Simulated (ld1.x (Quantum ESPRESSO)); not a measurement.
# Transferability test, TM potential for zirconium

```json
{
 "Element": "zirconium (Zr)",
 "Generator": "ld1.x (Quantum ESPRESSO) 7.5",
 "Type": "norm-conserving Troullier–Martins (Kleinman–Bylander form)",
 "Functional": "PBE",
 "Relativity": "fully relativistic",
 "Frozen core": "[Kr]",
 "Valence charge": "4",
 "Reference configuration": "4d2 5s2 5p0",
 "Partial waves": "5s (bound): rc 3.20 bohr; 5p (bound, empty): rc 4.20 bohr; 4d (bound): rc 1.70 bohr",
 "Local potential": "all-electron potential smoothed inside 1.95 bohr (lloc = -1)",
 "Core correction": "none"
}
```

Open shells are filled in proportion to 2j + 1 (rel_dist='average').

Energies are relative to the spin-unpolarised reference configuration 4d2 5s2 5p0; without spin polarisation the order of configurations can differ from experiment. Not all tests gave a result: 1 of 7 tests not solved or not reliable. The frozen-core shift is the all-electron ΔE with the core orbitals held at their reference shape minus the fully relaxed ΔE.

```
valence configuration  charge  ΔE all-electron (eV)  error AE − PS (meV)  frozen-core shift (meV)
          4d2 5s1 5p0      +1                 7.137                 +7.9                     +1.9
          4d2 5s0 5p0      +2                20.077                 +156                      +19
          4d1 5s0 5p0      +3                42.701                 +385                     +367
          4d1 5s2 5p0      +1                 7.662                  +35                      +98
      4d2.5 5s1.5 5p0       0                 0.514                  0.0                      +11
          4d2 5s1 5p1       0                 3.039                 +2.6                     +1.2
```

Levels in the configuration 4d2.5 5s1.5 5p0:

| level | all-electron (eV) | pseudo (eV) |
| --- | --- | --- |
| 4d j=3/2 | -2.983 | -2.979 |
| 4d j=5/2 | -2.863 | -2.860 |
| 5s j=1/2 | -4.118 | -4.116 |

These tests converged, but a pseudo level misses the all-electron one widely, so the file describes the atom poorly there or has found another state: 4d2 5s0 5p0: empty 5p by 3.5 eV.

Note: ghost states, extra bound levels that the all-electron valence spectrum of the same l lacks: s at -52.5 eV, p3/2 at -8.4 eV, p1/2 at -6.8 eV. A true bound ghost makes a file unfit for plane-wave use.
